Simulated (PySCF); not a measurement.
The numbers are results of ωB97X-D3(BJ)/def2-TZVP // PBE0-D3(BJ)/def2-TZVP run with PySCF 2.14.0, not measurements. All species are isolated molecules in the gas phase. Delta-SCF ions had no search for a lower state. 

Reference species (SMILES): `[Br][Al]([Br])[I]` (neutral, multiplicity 1).

The HOMO–LUMO gap comes out as 10.68 eV. The S1 oscillator strength is 0.014, the HOMO is -10.41 eV and the vertical ionisation energy (Delta-SCF) comes out as 10.37 eV.

Changed species: `[Al]([I])([I])[I]` (3 of 3 Br replaced by I; the reference has 1 of 3 Br replaced by I).

**Question.** What does the change do to the HOMO–LUMO gap, S1 oscillator strength, HOMO and vertical ionisation energy (Delta-SCF)?

**Answer.** the HOMO–LUMO gap drops by 0.73 eV, to 9.95 eV; the S1 oscillator strength decreases by 0.014, to 0.000; the HOMO rises by 0.42 eV, to -9.99 eV; the vertical ionisation energy (Delta-SCF) drops by 0.36 eV, to 10.01 eV.
